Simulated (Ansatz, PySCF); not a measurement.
GaH₅O₂Si, SMILES [OH][Ga]([SiH3])[OH]. Atoms are numbered in the order given.

```xyz
9

Ga    -0.2875     0.0753    -0.1996
O     -1.6176    -1.1185    -0.3971
H     -2.3532    -0.8615    -0.9674
O     -0.4255     1.6488    -1.0590
H     -1.2139     1.7826    -1.6003
Si     1.6228    -0.4220     1.1509
H      2.1281     0.8182     1.8061
H      2.7046    -0.9842     0.2897
H      1.2708    -1.4245     2.1964
```

Geometry optimised at B3LYP-D3(BJ)/def2-SVP. The structure was generated by enumeration; whether it is a known compound was not checked. One conformer was computed; it need not be the lowest.

Vertical ionisation energy (IE) and electron affinity (EA) in eV. Rows of orbital energies are one-electron estimates. Where ΔSCF, EOM or ADC give a negative EA the extra electron is unbound and the value depends on the basis.

```csv
level,IE,EA
"−ε(HOMO), −ε(LUMO), CAM-B3LYP/def2-TZVP (PySCF)",9.79,0.07
"−ε(HOMO), −ε(LUMO), PBE/def2-TZVP (PySCF)",6.93,1.77
"ΔSCF, CAM-B3LYP/def2-SVPD (Ansatz), final states of multiplicity 2 and 2",10.84,-0.46
"ΔSCF, PBE/def2-SVPD (Ansatz), final states of multiplicity 2 and 2",10.17,-0.24
```

**Question.** What vertical singlet–triplet gap does ΔSCF give with CAM-B3LYP/def2-SVPD (Ansatz, a quantum-chemistry and plane-wave program) and with PBE/def2-SVPD (Ansatz)? (The exact figures need the calculation; the answer reports its results.)

**Answer.** 5.53 and 5.13 eV (triplet above singlet where positive).
